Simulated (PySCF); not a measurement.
C₃H₃, SMILES c1[cH+]c1, charge +1.

Geometry optimised at PBE-D3(BJ)/def2-TZVP.

These are SMD-M06-2X/def2-SVP in PySCF values and carry that method's errors.

Solvation free energies are E(SMD) − E(gas) at the gas-phase geometry, for 1 M in both phases.

| solvent | ΔG(solv) (kcal/mol) | its non-electrostatic (CDS) part |
|---|---|---|
| water | -68.9 | 2.0 |
| benzene | -42.8 | -2.4 |
| acetone | -69.6 | -1.2 |
